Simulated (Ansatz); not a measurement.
Molecule: Hg$_{2}$ (charge +1, doublet). The spin state was set by rule; other spins were not relaxed. SMILES: [Hg][Hg+]
Coordinates optimised at B3LYP-D3(BJ)/def2-TZVP (Ansatz, a quantum-chemistry and plane-wave program):
```
Hg
Hg 1 2.8740
```
Charge +1, spin multiplicity 2.

Parts of the frozen-core correlation energy in def2-TZVPPD (Ansatz, hartree). Frozen orbitals: 8; correlated occupied orbitals by spin: 12 and 11; virtual: 104 and 105. UHF or UKS for open shells. No spin-orbit coupling. In def2 rows, elements after Kr have scalar-relativistic effective core potentials.

```json
[
 {"term": "reference (HF)", "value": "-304.83614"},
 {"term": "MP2 opposite-spin", "value": "-0.52781"},
 {"term": "MP2 same-spin", "value": "-0.29292"},
 {"term": "CCSD correlation", "value": "-0.75253"},
 {"term": "(T)", "value": "-0.02877"},
 {"term": "T1 diagnostic", "value": "0.018"},
 {"term": "largest doubles amplitude", "value": "0.066"},
 {"term": "<S^2> of the reference", "value": "0.817"}
]
```
